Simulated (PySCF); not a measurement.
Ta(S)(F)2(OH) (F2HOSTa), SMILES [OH][Ta]([F])([F])=[S], multiplicity 1.

Geometry optimised at PBE0-D3(BJ)/def2-SVP. The multiplicity is an assumed one; other spin states were not compared. The def2 effective core potentials stand for the cores of Ta; spin–orbit coupling is left out. The values are those of a single conformer.

Method: TDA-ωB97X/def2-SVPD in PySCF.

Vertical excitations. The molecule is in vacuum. State labels are in the subgroup Cs.

Estimate the UV-visible absorptions. (Estimate from the structure and the level; the computed values follow.)


```tsv
state	symmetry	energy (eV)	λ (nm)	f	main pairs
S1	A"	4.42	280	0.000	HOMO→LUMO 82 %, HOMO−1→LUMO+1 14 %
S2	A'	4.72	263	0.002	HOMO−1→LUMO 53 %, HOMO→LUMO+1 44 %
S3	A"	4.79	259	0.001	HOMO−1→LUMO+1 83 %, HOMO→LUMO 14 %
S4	A'	5.62	221	0.034	HOMO→LUMO+1 31 %, HOMO−1→LUMO 23 %, HOMO−1→LUMO+4 14 %, HOMO→LUMO+5 9 %
S5	A'	5.66	219	0.001	HOMO−2→LUMO 92 %
S6	A"	5.78	214	0.010	HOMO→LUMO+2 46 %, HOMO−2→LUMO+1 35 %, HOMO→LUMO+3 13 %
S7	A'	5.83	213	0.022	HOMO−1→LUMO+2 68 %, HOMO−1→LUMO+3 15 %
S8	A"	5.89	211	0.016	HOMO−2→LUMO+1 52 %, HOMO→LUMO+2 29 %, HOMO−1→LUMO+5 9 %
S9	A"	6.06	204	0.000	HOMO→LUMO+4 68 %, HOMO−1→LUMO+5 18 %
S10	A"	6.36	195	0.011	HOMO−1→LUMO+5 70 %, HOMO→LUMO+4 12 %
T1	A'	3.89	318	0	HOMO−1→LUMO 72 %, HOMO→LUMO+1 20 %
T2	A"	4.14	300	0	HOMO→LUMO 79 %, HOMO−1→LUMO+1 15 %
T3	A'	4.22	294	0	HOMO→LUMO+1 73 %, HOMO−1→LUMO 21 %
T4	A"	4.51	275	0	HOMO−1→LUMO+1 81 %, HOMO→LUMO 16 %
```
Triplets are in the Tamm–Dancoff approximation.
